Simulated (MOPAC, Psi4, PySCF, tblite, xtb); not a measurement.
Dimer H2O ··· HBr (SMILES O and Br) at R = 3.40 Å between the centres of mass, closest contact 2.23 Å (a higher rigid-body minimum at GFN2-xTB). Geometry in Å and degrees:

```
O
H 1 0.9627
H 1 0.9627 2 105.25
H 1 2.2281 2 77.78 3 -162.85
Br 4 1.4248 1 134.78 2 -5.73
```

GFN2-xTB (tblite); SAPT0/jun-cc-pVDZ, frozen core (Psi4); B3LYP/def2-TZVP, counterpoise-corrected (Psi4); B3LYP-D3(BJ)/def2-TZVP, counterpoise-corrected (Psi4); PBE/def2-TZVP, counterpoise-corrected (Psi4); PBE-D3(BJ)/def2-TZVP, counterpoise-corrected (Psi4); wB97X-V/def2-TZVP, counterpoise-corrected (Psi4); HF/aug-cc-pVTZ, counterpoise-corrected (Psi4); MP2/aug-cc-pVTZ = Psi4 1.11 with DF-MP2/aug-cc-pVTZ, frozen core, counterpoise-corrected; SCS-MP2/aug-cc-pVTZ = Psi4 with DF-SCS-MP2/aug-cc-pVTZ, frozen core, counterpoise-corrected; PM3, restricted, heats of formation (MOPAC); PM6, restricted, heats of formation (MOPAC); GFN1-xTB (xtb); RKS-B3LYP/6-31G* = restricted B3LYP/6-31G*, spherical d, no counterpoise correction (PySCF 2.14.0); RKS-B3LYP/LANL2DZ = restricted B3LYP/LANL2DZ, with its core potentials past Ne, no counterpoise correction run with PySCF 2.14.0; RKS-BP86/6-31G* = restricted BP86/6-31G*, spherical d, no counterpoise correction run with PySCF.

What interaction energy does each level give?


```json
[
 {"method": "GFN2-xTB", "E_int / kJ/mol": "-19.80"},
 {"method": "RKS-B3LYP/6-31G*", "E_int / kJ/mol": "-16.27"},
 {"method": "RKS-B3LYP/LANL2DZ", "E_int / kJ/mol": "-15.76"},
 {"method": "PBE-D3(BJ)/def2-TZVP", "E_int / kJ/mol": "-15.16"},
 {"method": "RKS-BP86/6-31G*", "E_int / kJ/mol": "-14.98"},
 {"method": "B3LYP-D3(BJ)/def2-TZVP", "E_int / kJ/mol": "-14.09"},
 {"method": "PM6", "E_int / kJ/mol": "-14.07"},
 {"method": "wB97X-V/def2-TZVP", "E_int / kJ/mol": "-13.73"},
 {"method": "MP2/aug-cc-pVTZ", "E_int / kJ/mol": "-12.70"},
 {"method": "PBE/def2-TZVP", "E_int / kJ/mol": "-12.66"},
 {"method": "SAPT0/jun-cc-pVDZ", "E_int / kJ/mol": "-11.57"},
 {"method": "SCS-MP2/aug-cc-pVTZ", "E_int / kJ/mol": "-10.26"},
 {"method": "B3LYP/def2-TZVP", "E_int / kJ/mol": "-9.83"},
 {"method": "GFN1-xTB", "E_int / kJ/mol": "-8.31"},
 {"method": "PM3", "E_int / kJ/mol": "-5.80"},
 {"method": "HF/aug-cc-pVTZ", "E_int / kJ/mol": "-5.09"}
]
```
